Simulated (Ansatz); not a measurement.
Reactions of FGeH5O2Si, SMILES `O[SiH](F)[O][GeH3]`.

Program: Ansatz. Geometries: PBE0-D4/def2-TZVP. ΔE: electronic, gas phase. CCSD(T)/CBS adds triple-zeta CCSD(T) − MP2 to the extrapolated MP2 energy (def2 sets, frozen cores). This one scheme is used for every species. For Ge outer-core shells are correlated without core-valence functions, which leaves a few kJ/mol of doubt a bond. Scalar relativity is left out up to krypton. Each species was taken in one conformer, which may not be the lowest.

(1) Order these by ΔE at CCSD(T)/CBS, lowest first. (Estimate.)
A. `O[SiH](F)[O][GeH3]` + `CN[SiH2]O` → `C[N]([GeH3])[SiH2]O` + `O[SiH](O)F`
B. `O[SiH](F)[O][GeH3]` + `C[SiH](O)Cl` → `O[Si@H](Cl)C[Si@@H](O)F` + `[OH][GeH3]`
C. `O[SiH](F)[O][GeH3]` + `C[NH][GeH3]` → `C[N]([GeH3])[SiH](O)F` + `[OH][GeH3]`

Largest T1 diagnostic: 0.012, for `O[SiH](F)[O][GeH3]`.

Results:

(1) A (+28.5 kJ/mol), C (+53.6 kJ/mol), B (+119.1 kJ/mol).
